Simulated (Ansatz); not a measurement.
Abstraction of H: CH5BO2 + C3H8N → CH4BO2 + C3H9N

Species: CH5BO2 `COBO`, singlet; C3H8N `[CH2]N(C)C`, doublet; CH4BO2 `CO[B]O`, doublet; C3H9N `CN(C)C`, singlet. A radical takes H: the energy is the difference in strength between the B–H bond broken and the C–H bond made.

Shapes, held fixed at every level: PBE0-D4/def2-TZVP. Flexible molecules stand in one conformer, not always the lowest. Programs: Ansatz 0.2.0. Electronic energies: no zero-point or thermal term.

Estimate ΔE of this reaction.

MP2/def2-TZVPP gives ΔE = +46.6 kJ/mol; the levels span +46.6 to +66.4. The median of the levels is +55.7. No measured value is set beside it here. Open shells run unrestricted unless RO is named.

```json
{"level": "HF/def2-TZVPP", "kind": "Hartree–Fock", "ΔE (kJ/mol)": "+55.1"}
{"level": "PBE-D4/def2-TZVPP", "kind": "GGA", "ΔE (kJ/mol)": "+56.2"}
{"level": "r2SCAN-D4/def2-TZVPP", "kind": "meta-GGA", "ΔE (kJ/mol)": "+55.4"}
{"level": "B3LYP-D4/def2-TZVPP", "kind": "global hybrid", "ΔE (kJ/mol)": "+64.8"}
{"level": "PBE0-D4/def2-TZVPP", "kind": "global hybrid", "ΔE (kJ/mol)": "+55.7"}
{"level": "wB97M-V/def2-TZVPP", "kind": "range-separated hybrid", "ΔE (kJ/mol)": "+66.4"}
{"level": "MP2/def2-TZVPP", "kind": "perturbation theory", "ΔE (kJ/mol)": "+46.6"}
```
